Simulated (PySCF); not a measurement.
tin monoxide (OSn), singlet, at a GFN2-xTB geometry (such geometries of metal compounds can be far from the true shape) (core potentials on Sn); B3LYP/def2-TZVP (PySCF).

Input for PySCF:
```python
from pyscf import gto, scf, dft

mol = gto.Mole()
mol.atom = '''
    Sn   -0.000000   -0.000000   -0.248793
    O     0.000000    0.000000    1.554957
'''
mol.basis = 'def2-tzvp'
mol.ecp = {'Sn': 'def2-tzvp'}
mol.charge = 0
mol.spin = 0
mol.verbose = 4
mol.build()

mf = dft.RKS(mol)
mf.xc = 'b3lyp'
mf.kernel()
mf.analyze()
```

The log (banner, timings and long lists left out):

```
PySCF version 2.14.0

[INPUT] verbose = 4
[INPUT] num. atoms = 2
[INPUT] num. electrons = 30
[INPUT] charge = 0
[INPUT] spin (= nelec alpha-beta = 2S) = 0
[INPUT] symmetry False subgroup None
[INPUT] Mole.unit = angstrom
[INPUT] Symbol           X                Y                Z      unit          X                Y                Z       unit  Magmom
[...]
nuclear repulsion = 51.6342004833929
number of shells = 27
number of NR pGTOs = 137
number of NR cGTOs = 81
basis = def2-tzvp
ecp = {'Sn': 'def2-tzvp'}

******** <class 'pyscf.dft.rks.RKS'> ********
method = RKS
initial guess = minao
damping factor = 0
level_shift factor = 0
DIIS = <class 'pyscf.scf.diis.CDIIS'>
diis_start_cycle = 1
diis_space = 8
diis_damp = 0
SCF conv_tol = 1e-09
SCF conv_tol_grad = None
SCF max_cycles = 50
direct_scf = True
direct_scf_tol = 1e-13
XC library pyscf.dft.libxc version 7.1.2
    S. Lehtola, C. Steigemann, M. J. T. Oliveira, and M. A. L. Marques,  SoftwareX 7, 1–5 (2018)
XC functionals = b3lyp
    P. J. Stephens, F. J. Devlin, C. F. Chabalowski, and M. J. Frisch,  J. Phys. Chem. 98, 11623 (1994)
radial grids:
    Treutler-Ahlrichs [JCP 102, 346 (1995); DOI:10.1063/1.469408] (M4) radial grids

becke partition: Becke, JCP 88, 2547 (1988); DOI:10.1063/1.454033
pruning grids: <function nwchem_prune>
grids dens level: 3
symmetrized grids: False
atomic radii adjust function: <function treutler_atomic_radii_adjust>
small_rho_cutoff = 0
Set gradient conv threshold to 3.16228e-05
Initial guess from minao.
tot grids = 36040
init E= -252.825152970346
[...]
cycle= 1 E= -288.81802682301  delta_E=  -36  |g|= 2.24  |ddm|= 30.4
[...]
cycle= 2 E= -287.882857421509  delta_E= 0.935  |g|= 3.24  |ddm|= 6.99
[...]
cycle= 3 E= -289.108331739965  delta_E= -1.23  |g|= 1.59  |ddm|= 2.82
[...]
cycle= 4 E= -289.623730453338  delta_E= -0.515  |g|= 0.107  |ddm|= 0.937
[...]
cycle= 5 E= -289.621647300101  delta_E= 0.00208  |g|= 0.162  |ddm|= 0.251
[...]
cycle= 6 E= -289.627176913509  delta_E= -0.00553  |g|= 0.0466  |ddm|= 0.0883
[...]
cycle= 7 E= -289.627661831555  delta_E= -0.000485  |g|= 0.00417  |ddm|= 0.0276
[...]
cycle= 8 E= -289.627663856222  delta_E= -2.02e-06  |g|= 0.00129  |ddm|= 0.00361
[...]
cycle= 9 E= -289.627664238503  delta_E= -3.82e-07  |g|= 0.000214  |ddm|= 0.00125
[...]
cycle= 10 E= -289.627664247411  delta_E= -8.91e-09  |g|= 8.22e-05  |ddm|= 0.000113
[...]
cycle= 11 E= -289.627664248889  delta_E= -1.48e-09  |g|= 9.92e-06  |ddm|= 4.7e-05
[...]
cycle= 12 E= -289.627664248913  delta_E= -2.31e-11  |g|= 2.45e-07  |ddm|= 7e-06
[...]
Extra cycle  E= -289.627664248914  delta_E= -1.02e-12  |g|= 1.04e-06  |ddm|= 8.21e-07
converged SCF energy = -289.627664248914
**** SCF Summaries ****
Total Energy =                        -289.627664248913561
Nuclear Repulsion Energy =              51.634200483392945
One-electron Energy =                 -583.491180162194382
Two-electron Energy =                  242.229315429887890
Two-electron Coulomb Energy =          268.925770272446073
DFT Exchange-Correlation Energy =      -26.696454842558179
HOMO-LUMO gap [eV] =                     4.987450495162926
**** MO energy ****
[...]
Dipole moment(X, Y, Z, Debye):  0.00000, -0.00000, -4.15397
```
